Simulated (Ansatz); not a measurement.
Si₂₀H₂₆ was relaxed with PBE-D4 (def2-SVP) in Ansatz in these states: charge -1 doublet, neutral singlet, neutral triplet. The geometries follow in no particular order.

Single mean-field runs in def2-SVP are fitted with def2-universal-jkfit.

A:

```xyz
46

Si   -1.971    2.577    2.965
Si    1.384   -3.203    2.704
Si    0.267   -3.378   -1.501
Si   -2.998    2.313   -0.495
Si   -1.811   -0.530   -2.756
Si   -0.824   -0.494    0.954
Si    1.592    2.306    2.019
Si    2.888   -0.857    0.001
Si    0.712    2.028   -1.470
Si    1.952   -0.785   -3.692
Si   -0.426   -1.714    2.924
Si   -2.634    0.954    1.394
Si   -0.298    3.694    1.724
Si   -1.424   -1.871   -0.855
Si    3.305   -2.047    1.986
Si    2.280   -2.201   -1.833
Si   -3.525    1.041   -2.399
Si   -0.933    3.461   -0.569
Si    0.139    0.671   -3.298
Si    1.147    0.664    0.397
H    -3.133    3.476    3.309
H    -1.410    1.995    4.237
H     1.660   -3.878    4.026
H     1.034   -4.272    1.703
H    -0.136   -3.983   -2.826
H     0.439   -4.504   -0.515
H    -4.101    3.303   -0.195
H    -2.167   -1.434   -3.914
H     1.668    1.761    3.422
H     2.892    2.993    1.686
H     4.116   -0.062   -0.382
H     1.967    2.813   -1.780
H     1.676   -1.623   -4.917
H     3.203    0.021   -3.943
H    -1.676   -2.464    3.316
H    -0.105   -0.731    4.023
H    -3.837    0.133    1.794
H    -2.690   -2.622   -0.511
H     4.454   -3.009    1.806
H     3.687   -1.052    3.056
H     3.388   -3.182   -2.144
H    -4.844    0.343   -2.172
H    -3.662    1.926   -3.613
H    -1.029    4.787   -1.281
H    -0.086    5.128    2.142
H    -0.130    1.509   -4.527
```

B:

```xyz
46

Si    3.790   -2.301    0.658
Si   -0.210   -0.933   -4.214
Si   -3.414   -0.564   -1.326
Si    1.377   -1.471    3.354
Si   -2.429   -0.467    2.357
Si    0.225   -1.288   -0.272
Si    3.066    1.295   -0.498
Si   -0.468    2.077   -1.888
Si    0.042    2.055    1.780
Si   -3.483    2.791    0.319
Si    0.760   -2.103   -2.417
Si    1.519   -2.528    1.250
Si    4.152   -0.019    1.131
Si   -2.034   -1.553    0.302
Si    0.278    1.357   -4.003
Si   -2.780    1.685   -1.635
Si   -0.830   -0.954    4.031
Si    2.995    0.220    3.158
Si   -2.259    1.865    2.108
Si    0.754    0.996   -0.180
H     4.661   -3.162    1.538
H     4.065   -2.645   -0.783
H     0.343   -1.475   -5.510
H    -1.704   -1.123   -4.227
H    -4.843   -0.560   -0.836
H    -3.367   -1.350   -2.611
H     1.885   -2.458    4.385
H    -3.798   -0.868    2.856
H     3.456    0.886   -1.898
H     3.406    2.754   -0.314
H    -0.248    3.567   -1.750
H     0.598    3.461    1.837
H    -4.969    2.613    0.522
H    -3.186    4.268    0.235
H     0.405   -3.569   -2.479
H     2.257   -1.988   -2.572
H     1.034   -3.959    1.265
H    -2.344   -3.026    0.437
H    -0.398    2.152   -5.093
H     1.767    1.565   -4.117
H    -3.506    2.251   -2.834
H    -1.287   -2.179    4.792
H    -0.805    0.198    5.007
H     2.542    1.630    3.461
H     5.613    0.341    1.253
H    -2.629    2.515    3.421
```

C:

```csv
atom,x (Å),y (Å),z (Å)
Si1,4.747,-0.250,-0.191
Si2,-0.863,3.765,-1.971
Si3,-3.666,0.457,-1.438
Si4,2.373,-2.919,-0.597
Si5,-1.580,-2.586,-1.092
Si6,0.698,0.285,-1.301
Si7,2.294,1.404,2.083
Si8,-1.565,1.947,1.446
Si9,0.110,-1.414,2.099
Si10,-3.646,-1.269,1.911
Si11,1.084,2.454,-2.120
Si12,2.851,-0.802,-1.492
Si13,3.721,-0.476,1.920
Si14,-1.520,-0.405,-1.995
Si15,-1.451,4.001,0.297
Si16,-3.570,0.848,0.880
Si17,0.391,-3.813,-1.510
Si18,2.240,-2.338,1.690
Si19,-1.770,-2.533,1.254
Si20,0.345,0.657,0.996
H21,6.014,-1.090,-0.277
H22,5.185,1.185,-0.393
H23,-0.653,5.152,-2.546
H24,-1.998,3.146,-2.748
H25,-4.911,-0.377,-1.702
H26,-3.907,1.779,-2.131
H27,3.482,-3.935,-0.790
H28,-2.745,-3.397,-1.626
H29,2.924,2.623,1.451
H30,1.974,1.758,3.522
H31,-1.598,2.247,2.934
H32,-0.061,-1.170,3.586
H33,-4.928,-1.962,1.501
H34,-3.685,-1.147,3.419
H35,1.538,2.418,-3.566
H36,2.172,3.166,-1.346
H37,3.169,-0.891,-2.971
H38,-1.488,-0.611,-3.500
H39,-2.755,4.761,0.436
H40,-0.385,4.861,0.943
H41,-4.738,1.678,1.375
H42,0.598,-3.965,-3.002
H43,0.190,-5.217,-0.974
H44,2.585,-3.471,2.632
H45,4.675,-0.620,3.088
H46,-1.878,-3.936,1.816
```

Judge from the bond lengths which geometry belongs to which state (an estimate).

A is the neutral singlet (Si9–Si18 2.361 Å, Si6–Si14 2.351 Å, Si6–Si12 2.359 Å); B is the neutral triplet (Si9–Si18 3.739 Å, Si6–Si14 2.346 Å, Si6–Si12 2.352 Å); C is the charge -1 doublet (Si9–Si18 2.358 Å, Si6–Si14 2.424 Å, Si6–Si12 2.420 Å).
